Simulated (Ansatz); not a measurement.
Computed with Ansatz on PBE0-D4/def2-TZVP structures; ΔE is electronic, products minus reactants. CBS: MP2 limit from def2 TZ/QZ plus the TZ coupled-cluster correction, frozen cores. DFT in def2-TZVPP. B3LYP here is the variant with VWN-RPA as its local correlation; programs differ in this. HSE06 is defined as in plane-wave codes. Each species was taken in one conformer, which may not be the lowest.

Reaction (formal exchange of groups at the Si–O bond): `[AlH2][NH][SiH2]O[SiH3]` + `CC(C)F` → `F[SiH2][NH][AlH2]` + `CC(C)O[SiH3]`

| level | ΔE (kJ/mol) | difference from CCSD(T)/CBS |
| --- | --- | --- |
| revPBE-D4 | -21.3 | 0.4 |
| PBE0-D4 | -17.6 | 4.1 |
| B3LYP-D4 | -16.3 | 5.4 |
| r2SCAN0-D4 | -16.5 | 5.2 |
| HSE06-D4 | -17.4 | 4.3 |
| BHLYP-D4 | -13.8 | 7.9 |
| ωB97X-V | -17.9 | 3.8 |
| revPBE | -15.8 | 5.9 |
| BLYP | -14.9 | 6.8 |
| HSE06 | -16.6 | 5.1 |
| CAM-B3LYP | -15.2 | 6.5 |
| MP2/def2-SVP | -25.8 | -4.1 |
| CCSD/def2-SVP | -21.0 | 0.7 |
| MP2/def2-TZVPP | -24.8 | -3.1 |
| CCSD(T)/def2-TZVPP | -21.0 | 0.7 |
| MP2/CBS(def2) | -25.5 | -3.8 |
| CCSD(T)/CBS | -21.7 | 0 |

Largest T1 diagnostic among the species: 0.012.

Leaving LDA and LC-ωPBE aside and taking each functional with its dispersion term where it has one, the values spread over 7.5 kJ/mol, from revPBE-D4 to BHLYP-D4. LDA lies −4.0 kJ/mol from PBE without D4. In def2-TZVPP, CCSD(T) changes the Hartree–Fock value by −12.0 kJ/mol (the triples alone add −1.6 kJ/mol) and MP2 by −15.8 kJ/mol.
